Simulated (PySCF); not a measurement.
Molecular orbitals of SnN

TPSS at R = 1.984 Å; basis Sn x2c-SVPall, N x2c-SVPall; spin-free X2C with a Gaussian nucleus; PySCF 2.14. State: ²Π (doublet), unpaired electrons π ↑. Only the outer orbitals are listed, counted within each symmetry.

```json
{"spin": "α", "orbital": "11σ", "occ.": "1", "ε (eV)": "-18.07", "on Sn (%)": "16", "main shells (%)": "81 N s, 9 Sn s"}
{"spin": "α", "orbital": "12σ", "occ.": "1", "ε (eV)": "-10.25", "on Sn (%)": "81", "main shells (%)": "79 Sn s, 10 N s, 9 N p"}
{"spin": "α", "orbital": "6π", "occ.": "1", "ε (eV)": "-6.97", "on Sn (%)": "20", "main shells (%)": "80 N p, 18 Sn p"}
{"spin": "α", "orbital": "6π", "occ.": "1", "ε (eV)": "-6.00", "on Sn (%)": "27", "main shells (%)": "73 N p, 25 Sn p"}
{"spin": "α", "orbital": "13σ", "occ.": "1", "ε (eV)": "-5.76", "on Sn (%)": "37", "main shells (%)": "60 N p, 27 Sn p, 9 Sn s"}
{"spin": "α", "orbital": "7π", "occ.": "0", "ε (eV)": "-3.17", "on Sn (%)": "84", "main shells (%)": "82 Sn p, 16 N p"}
{"spin": "α", "orbital": "7π", "occ.": "0", "ε (eV)": "-2.64", "on Sn (%)": "77", "main shells (%)": "75 Sn p, 23 N p"}
{"spin": "α", "orbital": "14σ", "occ.": "0", "ε (eV)": "0.26", "on Sn (%)": "93", "main shells (%)": "79 Sn p, 14 N p"}
{"spin": "β", "orbital": "11σ", "occ.": "1", "ε (eV)": "-16.64", "on Sn (%)": "22", "main shells (%)": "75 N s, 14 Sn s"}
{"spin": "β", "orbital": "12σ", "occ.": "1", "ε (eV)": "-10.02", "on Sn (%)": "80", "main shells (%)": "76 Sn s, 14 N s"}
{"spin": "β", "orbital": "13σ", "occ.": "1", "ε (eV)": "-5.43", "on Sn (%)": "36", "main shells (%)": "60 N p, 28 Sn p"}
{"spin": "β", "orbital": "6π", "occ.": "1", "ε (eV)": "-5.33", "on Sn (%)": "47", "main shells (%)": "52 N p, 46 Sn p"}
{"spin": "β", "orbital": "6π", "occ.": "0", "ε (eV)": "-4.79", "on Sn (%)": "62", "main shells (%)": "61 Sn p, 38 N p"}
{"spin": "β", "orbital": "7π", "occ.": "0", "ε (eV)": "-2.41", "on Sn (%)": "58", "main shells (%)": "54 Sn p, 42 N p"}
{"spin": "β", "orbital": "7π", "occ.": "0", "ε (eV)": "-1.88", "on Sn (%)": "44", "main shells (%)": "56 N p, 39 Sn p"}
```

Task: Which are the highest filled and the lowest empty level, where do they sit, and how wide is the gap?

Result: Highest filled β 6π at -5.33 eV (in %: 52 N p, 46 Sn p); lowest empty β 6π at -4.79 eV (in %: 61 Sn p, 38 N p); the gap at TPSS is 0.54 eV. Both belong to one degenerate shell, split only by its one-sided filling, so this is no excitation gap.

```
bond order (Mayer)                              : 2.06
⟨S²⟩                                            : 0.799
charge on Sn (Mulliken, basis-dependent)        : 0.38
charge on Sn (Löwdin, basis-dependent)          : 0.31
dipole moment (positive dipole means Sn(−)N(+)) : -2.95 D
```

Spin–orbit coupling is left out. The state is the lowest determinant that a PBE0 search found; another state may lie lower at other levels.
